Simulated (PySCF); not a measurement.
**Excitation energies in several basis sets**

C₃H₄FNOSi.
Numbering: `[N:1]#[C:2][SiH2:3][O:4]/[CH:5]=[CH:6]\[F:7]` (hydrogens: H8, H9 on Si3; H10 on C5; H11 on C6)

TDDFT with PBE0 (PySCF), vertical singlets, core orbitals frozen in the response, spherical d and f functions. One conformer (not necessarily the lowest) at the PBE0-D3(BJ)/def2-SVP geometry, without solvent, vibrations or thermal averaging.

How do the low singlets change with the basis? Take 6-31G*, def2-SVP, 6-31+G*, def2-SVPD, aug-cc-pVDZ and def2-TZVP.

```
      basis  functions  diffuse  S1 (eV)  S2 (eV)  S3 (eV)  S4 (eV)  S5 (eV)  LUMO (eV)  α (au)
     6-31G*        110       no     5.00     6.02     6.75     7.08     7.28      -0.79    54.2
   def2-SVP        122       no     5.17     6.01     6.79     7.07     7.32      -0.85    56.2
    6-31+G*        138      yes     4.97     5.91     6.27     6.68     6.74      -1.16    63.2
  def2-SVPD        182      yes     5.08     5.89     6.61     6.70     6.89      -1.14    67.2
aug-cc-pVDZ        201      yes     4.96     5.82     6.08     6.62     6.66      -1.16    68.8
  def2-TZVP        247       no     4.99     5.84     6.64     6.83     7.11      -1.14    64.2
```

States are compared by their number. Against the largest diffuse basis here (aug-cc-pVDZ, itself not a converged limit), sets without diffuse functions differ by up to 0.21 eV in S1 and 0.66 eV in S5; the smaller diffuse sets differ by up to 0.12 and 0.23 eV. State by state, the largest deviation of a set without diffuse functions is S1 0.21, S2 0.20, S3 0.71, S4 0.45, S5 0.66 eV. The same number needn't mean the same state in each row. Against aug-cc-pVDZ the polarisability deviates by -21% in 6-31G*, -18% in def2-SVP, -8% in 6-31+G*, -2% in def2-SVPD, -7% in def2-TZVP. A single + in a Pople set puts diffuse functions on heavy atoms only.
